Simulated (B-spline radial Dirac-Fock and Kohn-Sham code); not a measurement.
## Binding energies of Tl⁴¹⁺ at several levels of theory

System: Tl⁴¹⁺ in the configuration [Kr] 4d4.

The density-functional columns are spherical, spin-unpolarised Dirac-Kohn-Sham results without Breit or QED terms: −ε is minus the orbital energy of the initial state and ΔSCF the difference of two total energies. The reference in the last column comes from relaxed Dirac-Fock hole states (ΔSCF) with Breit and QED corrections and a finite nucleus. All numbers are from an atomic code on a B-spline grid, in eV; a selection of levels is shown. The Kohn-Sham columns are given as differences from the reference. For the 1s level of heavy atoms much of the gap between ΔSCF and the reference is the Breit and QED part, -475.6 eV here; for other levels the error of the functional can be larger.

```
level  LDA −ε − DF  LDA ΔSCF − DF  Dirac-Fock
    K       -197.9         +463.9     87439.7
   L1       -200.6          -52.8     17269.7
   L2       -145.0          +37.8     16616.2
   L3       -166.1           -9.4     14573.6
   M1       -117.6          -56.8      5574.6
   M2        -96.8          -32.7      5287.3
   M3        -95.1          -35.9      4816.2
   M4        -68.8           -1.1      4353.6
   M5        -70.6           -4.6      4254.5
   N1        -49.7          -17.8      2484.7
   N2        -33.6           -1.5      2352.5
   N3        -34.8           -4.5      2207.1
 N4,5        -27.5           +3.4      1995.3
```

Values without a named source are computed, but for edge energies of neutral atoms, which are taken from tables.
